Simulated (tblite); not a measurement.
C6H9BO2.
Cartesian coordinates in Å at the GFN2-xTB level; atoms count from 1:
```
atom  x, y, z in Å
C1     1.759    0.541    1.297
C2     1.242   -0.577    0.814
C3     1.295   -0.994   -0.613
B4    -0.092   -0.610   -1.407
O5    -1.277   -1.293   -0.679
C6    -1.951   -0.649    0.172
C7    -1.820    0.708    0.431
C8    -0.964    1.423   -0.404
O9    -0.254    0.914   -1.311
H10    2.317    1.219    0.672
H11    1.658    0.821    2.333
H12    0.684   -1.234    1.474
H13    1.456   -2.070   -0.676
H14    2.129   -0.499   -1.111
H15   -0.135   -0.918   -2.548
H16   -2.712   -1.228    0.700
H17   -2.415    1.200    1.176
H18   -0.927    2.512   -0.333
```

Level: GFN2-xTB in tblite, geometry and Hessian alike; calculated harmonic values, unscaled, isolated species. Against measured fundamentals such values can be off by several per cent, at times by over 20. Modes of hydrogen on boron can be 10 to 20 % off. One conformer, not necessarily the lowest.

Harmonic wavenumbers (cm⁻¹): 55.0, 65.8, 93.9, 189.9, 213.5, 330.2, 359.4, 410.6, 470.9, 516.1, 527.8, 557.9, 655.0, 729.8, 759.5, 820.9, 838.5, 870.4, 875.4, 920.1, 946.6, 965.5, 1008.2, 1026.8, 1038.0, 1072.0, 1092.8, 1120.2, 1199.9, 1224.6, 1297.7, 1303.2, 1330.2, 1414.6, 1417.7, 1438.4, 1474.6, 1638.6, 1705.1, 2538.7, 2950.8, 2956.8, 2986.6, 2997.4, 3022.1, 3090.0, 3111.3, 3158.2.

A = 2363, B = 1573, C = 1412 MHz; mass 124.070 u (most abundant isotopes); point group C1, symmetry number 1.

Q: What is the zero-point energy?

A: ½Σν̃ = 30394 cm⁻¹ = 363.59 kJ/mol.

Q: Entropy at 200 K, 1 bar (ideal gas, RRHO, classical rotation)?

A: Translation 160.68, rotation 114.29, vibration 67.20: S = 342.2 J/(mol K).

Q: And Cp and H(200 K) − H(0)?

A: Cp = 107.74 J/(mol K), of which vibrations give 74.48 (their classical limit is 48 R = 399.1); H(200 K) − H(0) = 13.93 kJ/mol without the zero-point energy, 7.28 from vibrations.

Q: Blend soft modes into free rotors: weight 1/[1 + (100 cm⁻¹/ν̃)⁴] for the oscillator and the rest for a rotor with moment μB/(μ + B), μ = h/(8π²ν), B = 10⁻⁴⁴ kg m². What vibrational entropy results?

A: 61.55 J/(mol K) in place of 67.20, which changes −T·S at 200 K by +1.13 kJ/mol.

Q: How do the functions run with temperature in this model?

A: 
```json
{"T (K)": "150", "S (J/(mol K))": "314.3", "Cp (J/(mol K))": "87.6", "H − H(0) (kJ/mol)": "9.06", "G − H(0) (kJ/mol)": "-38.08", "ln q(vib)": "2.62"}
{"T (K)": "250", "S (J/(mol K))": "368.5", "Cp (J/(mol K))": "129.7", "H − H(0) (kJ/mol)": "19.86", "G − H(0) (kJ/mol)": "-72.28", "ln q(vib)": "4.81"}
{"T (K)": "298.15", "S (J/(mol K))": "393.2", "Cp (J/(mol K))": "151.4", "H − H(0) (kJ/mol)": "26.63", "G − H(0) (kJ/mol)": "-90.62", "ln q(vib)": "5.89"}
{"T (K)": "400", "S (J/(mol K))": "443.9", "Cp (J/(mol K))": "194.7", "H − H(0) (kJ/mol)": "44.30", "G − H(0) (kJ/mol)": "-133.27", "ln q(vib)": "8.23"}
{"T (K)": "600", "S (J/(mol K))": "535.9", "Cp (J/(mol K))": "258.8", "H − H(0) (kJ/mol)": "90.11", "G − H(0) (kJ/mol)": "-231.44", "ln q(vib)": "12.93"}
{"T (K)": "900", "S (J/(mol K))": "653.0", "Cp (J/(mol K))": "317.4", "H − H(0) (kJ/mol)": "177.35", "G − H(0) (kJ/mol)": "-410.37", "ln q(vib)": "19.75"}
```

q(vib) and H(0) count from the zero-point level.

Q: Which modes carry the vibrational entropy at 200 K?

A: 55.0 cm⁻¹: 16.08; 65.8 cm⁻¹: 14.61; 93.9 cm⁻¹: 11.73; 189.9 cm⁻¹: 6.34; 213.5 cm⁻¹: 5.52; 330.2 cm⁻¹: 2.84 J/(mol K); the other 42 give 10.08 together.

Hindered rotation and anharmonicity are outside this model. Other conformers, if any are populated, would add a mixing term that is left out. The structure is chiral; the term R ln 2 for an equal mix with its mirror image is left out.
